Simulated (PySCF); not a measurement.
Species: H12OSi6.
SMILES with atom numbers: `[SiH3:1][O:2][SiH:3]1[SiH2:4][SiH2:5][SiH2:6][SiH2:7]1` (hydrogens: H8, H9, H10 on Si1; H11 on Si3; H12, H13 on Si4; H14, H15 on Si5; H16, H17 on Si6; H18, H19 on Si7)

Method: TDDFT CAM-B3LYP/def2-SVPD, vertical, gas phase, core orbitals frozen in the response (PySCF). Isolated species at its PBE0-D3(BJ)/def2-SVP geometry (one conformer only).

Computed states:

```csv
state,E (eV),f
S1,4.97,0.0055
S2,5.53,0.0052
S3,6.19,0.0010
S4,6.22,0.0049
S5,6.30,0.0064
S6,6.42,0.0024
S7,6.53,0.022
S8,6.57,0.0089
S9,6.66,0.012
S10,6.70,0.046
```

Each state is given a Gaussian of 0.25 eV full width at half maximum, with ε(max) = 2.175×10⁸ f / Δν̃ (Δν̃ the width in cm⁻¹). The cross-section is σ = 3.8235×10⁻²¹ ε cm², given in Mb (10⁻¹⁸ cm²). The width is an assumption, not a result. The curve ends short of the highest state used, and states not computed would add to its high-energy end.

**Question.** Give the broadened spectrum and its maxima.

**Answer.** 
E (eV), σ (Mb) and a bar:
```
     4.60       0.01 
     4.64       0.02 
     4.68       0.05 #
     4.73       0.17 ##
     4.77       0.38 #####
     4.81       0.72 #########
     4.85       1.19 ################
     4.90       1.82 ########################
     4.94       2.18 #############################
     4.98       2.27 ##############################
     5.03       1.96 ##########################
     5.07       1.48 ####################
     5.11       0.97 #############
     5.16       0.47 ######
     5.20       0.24 ###
     5.24       0.15 ##
     5.29       0.20 ###
     5.33       0.39 #####
     5.37       0.72 #########
     5.41       1.17 ###############
     5.46       1.76 #######################
     5.50       2.07 ###########################
     5.54       2.12 ############################
     5.59       1.79 ########################
     5.63       1.33 ##################
     5.67       0.86 ###########
     5.72       0.41 #####
     5.76       0.19 ##
     5.80       0.08 #
     5.85       0.03 
     5.89       0.03 
     5.93       0.08 #
     5.97       0.21 ###
     6.02       0.58 ########
     6.06       1.11 ###############
     6.10       1.89 #########################
```

Maxima: 249 nm (4.97 eV), ε about 600, made up of S1 (100%); 224 nm (5.53 eV), ε about 560, made up of S2 (100%) (ε in L mol⁻¹ cm⁻¹; maxima over ε = 5, shares over 10%). At its high-energy end, 6.10 eV, the curve is still rising (ε about 490, from S3, S4 and S5).

**Question.** Coming from long wavelengths, where does ε first pass 100 L mol⁻¹ cm⁻¹?

**Answer.** At about 260 nm (4.77 eV), 0.20 eV below S1.

**Question.** What would ε be at 4.97 eV, the highest of these maxima, with half the width (0.125 eV)?

**Answer.** About 1190 L mol⁻¹ cm⁻¹ against 597, a factor of about 2.00; a lone state at its own centre would give exactly 2.

**Question.** Does any computed singlet lie in the visible range?

**Answer.** No computed singlet lies in the visible range (380 to 750 nm); the lowest, at 249 nm, stands 1.71 eV above its violet end (3.26 eV).

The vertical ionisation energy (ΔSCF) is 8.96 eV, 2.26 eV above S10.
